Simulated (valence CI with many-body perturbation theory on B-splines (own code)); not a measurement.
**Level structure of Tm LV**

Calculated by valence CI with perturbative core correlation (CI+MBPT): five valence electrons over a frozen Dirac-Fock core [Ne], a basis of 11 s, 11 p, 10 d, 8 f, 5 g, 2 h functions for each j, with the one-electron correlation potential Σ1 (screened to all orders), the two-electron term Σ2, the three-electron term Σ3, Breit, model QED; selected single and double excitations, second order for the rest, scaled by the run's own slope (own B-spline code, finite nucleus).

The last digits are not significant, and no measured levels were compared; by estimate large intervals hold to a few tenths of a per cent, small ones and those within an open d or f shell to about a per cent. Among the levels kept, up to 3100 cm⁻¹ of a level comes from second order outside the variational space, and about a tenth of that is noise between levels of different J, which matters for small intervals.

Levels 136 to 166 of 166, with energies above the lowest level, (3s^2 3p1/2^2 3p3/2) J=3/2. "Leading %" is the weight of the configuration and term that name the level; weights of strongly mixed levels are sums over their largest components and can fall short. In the jj column 3d3/2^4 stands for four electrons in 3d with j = 3/2. Lifetimes count E1, E2, E3, M1 and M2 decay at the calculated energies, and are blank where another channel may lead or the interval is too uncertain; long ones can be off by a factor of two.

| No. | Configuration | Term | J | E (× 10³ cm⁻¹) | Leading % | Second component | Lifetime | Leading jj |
| --- | --- | --- | --- | --- | --- | --- | --- | --- |
| 136 | 3s2 3p 3d2 | 4G° | 9/2 | 8030.8 | 46 | 18 % 3s2 3p 3d2 4F° | 426 fs | 3s^2 3p3/2 3d3/2 3d5/2 (79 %) |
| 137 | 3s2 3p 3d2 | 2H° | 11/2 | 8069.5 | 50 | 47 % 3s2 3p 3d2 4G° | 942 fs | 3s^2 3p3/2 3d3/2 3d5/2 (88 %) |
| 138 | 3s2 3p 3d2 | 4F° | 7/2 | 8075.8 | 29 | 17 % 3s2 3p 3d2 4D° | 368 fs | 3s^2 3p3/2 3d3/2 3d5/2 (77 %) |
| 139 | 3s 3p2 3d2 | 4P | 1/2 | 8079.9 | 43 | 20 % 3s 3p2 3d2 2S | 2.04 ps | 3s 3p1/2^2 3d5/2^2 (92 %) |
| 140 | 3s2 3p 3d2 | 4D° | 5/2 | 8126.6 | 44 | 24 % 3s2 3p 3d2 4P° | 472 fs | 3s^2 3p3/2 3d3/2 3d5/2 (87 %) |
| 141 | 3s2 3p 3d2 | 4D° | 3/2 | 8131.5 | 34 | 23 % 3s2 3p 3d2 2D° | 407 fs | 3s^2 3p3/2 3d3/2 3d5/2 (79 %) |
| 142 | 3s2 3p 3d2 | 4P° | 5/2 | 8133.9 | 21 | 19 % 3s2 3p 3d2 2F° | 457 fs | 3s^2 3p3/2 3d3/2 3d5/2 (82 %) |
| 143 | 3s2 3p 3d2 | 2G° | 7/2 | 8138.8 | 33 | 32 % 3s2 3p 3d2 2F° | 624 fs | 3s^2 3p3/2 3d3/2 3d5/2 (90 %) |
| 144 | 3s2 3p 3d2 | 2S° | 1/2 | 8161.8 | 31 | 20 % 3s2 3p 3d2 4P° | 334 fs | 3s^2 3p3/2 3d3/2 3d5/2 (72 %) |
| 145 | 3s2 3p 3d2 | 2G° | 7/2 | 8273.7 | 36 | 17 % 3s2 3p 3d2 4D° | 440 fs | 3s^2 3p3/2 3d3/2 3d5/2 (82 %) |
| 146 | 3p4 3d | 4D | 3/2 | 8305.5 | 19 | 11 % 3p4 3d 2D | 2.46 ps | 3p1/2^2 3p3/2^2 3d3/2 (52 %) |
| 147 | 3s2 3p 3d2 | 2D° | 5/2 | 8320.0 | 24 | 12 % 3s2 3p 3d2 4D° | 338 fs | 3s^2 3p3/2 3d3/2 3d5/2 (74 %) |
| 148 | 3s2 3p 3d2 | 2G° | 9/2 | 8334.9 | 71 | 15 % 3s2 3p 3d2 2H° | 488 fs | 3s^2 3p3/2 3d3/2 3d5/2 (89 %) |
| 149 | 3s2 3p 3d2 | 2D° | 3/2 | 8355.0 | 36 | 14 % 3s2 3p 3d2 4F° | 404 fs | 3s^2 3p3/2 3d3/2 3d5/2 (82 %) |
| 150 | 3s2 3p 3d2 | 4S° | 3/2 | 8381.4 | 27 | 23 % 3s2 3p 3d2 2D° | 324 fs | 3s^2 3p3/2 3d3/2 3d5/2 (79 %) |
| 151 | 3s2 3p 3d2 | 2F° | 5/2 | 8400.0 | 39 | 37 % 3s2 3p 3d2 2D° | 598 fs | 3s^2 3p3/2 3d3/2 3d5/2 (70 %) |
| 152 | 3p4 3d | 4D | 5/2 | 8408.7 | 20 | 10 % 3s 3p2 3d2 6G | 1.64 ps | 3p1/2^2 3p3/2^2 3d3/2 (46 %) |
| 153 | 3s 3p2 3d2 | 6F | 1/2 | 8413.1 | 33 | 20 % 3s 3p2 3d2 4D | 1.99 ps | 3s 3p1/2 3p3/2 3d3/2^2 (64 %) |
| 154 | 3s2 3p 3d2 | 2P° | 1/2 | 8422.9 | 72 | 9 % 3s2 3p 3d2 4D° | 501 fs | 3s^2 3p3/2 3d3/2 3d5/2 (83 %) |
| 155 | 3s2 3p 3d2 | 4G° | 11/2 | 8436.2 | 50 | 49 % 3s2 3p 3d2 2H° | 4.29 ps | 3s^2 3p3/2 3d5/2^2 (89 %) |
| 156 | 3s2 3p 3d2 | 2F° | 5/2 | 8478.5 | 38 | 29 % 3s2 3p 3d2 2D° | 1.91 ps | 3s^2 3p3/2 3d5/2^2 (70 %) |
| 157 | 3p4 3d | 2F | 7/2 | 8481.6 | 25 | 24 % 3p4 3d 2G | 730 fs | 3p1/2^2 3p3/2^2 3d3/2 (78 %) |
| 158 | 3s2 3p 3d2 | 2F° | 7/2 | 8502.0 | 48 | 32 % 3s2 3p 3d2 4D° | 4.21 ps | 3s^2 3p3/2 3d5/2^2 (92 %) |
| 159 | 3s 3p2 3d2 | 6F | 3/2 | 8505.7 | 29 | 16 % 3s 3p2 3d2 6G | 1.01 ps | 3s 3p1/2 3p3/2 3d3/2^2 (66 %) |
| 160 | 3s 3p2 3d2 | 6F | 1/2 | 8515.3 | 30 | 24 % 3p4 3d 4P | 891 fs | 3p1/2^2 3p3/2^2 3d3/2 (48 %) |
| 161 | 3s 3p2 3d2 | 6G | 5/2 | 8532.9 | 21 | 14 % 3p4 3d 4D | 779 fs | 3s 3p1/2 3p3/2 3d3/2^2 (54 %) |
| 162 | 3s2 3p 3d2 | 4F° | 9/2 | 8544.8 | 47 | 42 % 3s2 3p 3d2 2G° | 1.88 ps | 3s^2 3p3/2 3d5/2^2 (93 %) |
| 163 | 3s 3p2 3d2 | 6G | 7/2 | 8549.3 | 28 | 23 % 3s 3p2 3d2 4G | 2.59 ps | 3s 3p1/2 3p3/2 3d3/2^2 (87 %) |
| 164 | 3p4 3d | 2D | 3/2 | 8609.0 | 43 | 15 % 3p4 3d 4F | 807 fs | 3p1/2^2 3p3/2^2 3d3/2 (75 %) |
| 165 | 3s 3p2 3d2 | 2G | 9/2 | 8640.2 | 21 | 17 % 3s 3p2 3d2 4F | 2.81 ps | 3s 3p1/2 3p3/2 3d3/2^2 (89 %) |
| 166 | 3s2 3p 3d2 | 2P° | 1/2 | 8651.5 | 68 | 17 % 3s2 3p 3d2 2S° | 1.38 ps | 3s^2 3p3/2 3d5/2^2 (84 %) |

Where two levels of one J and parity lie close, their mixing, g and order are uncertain.
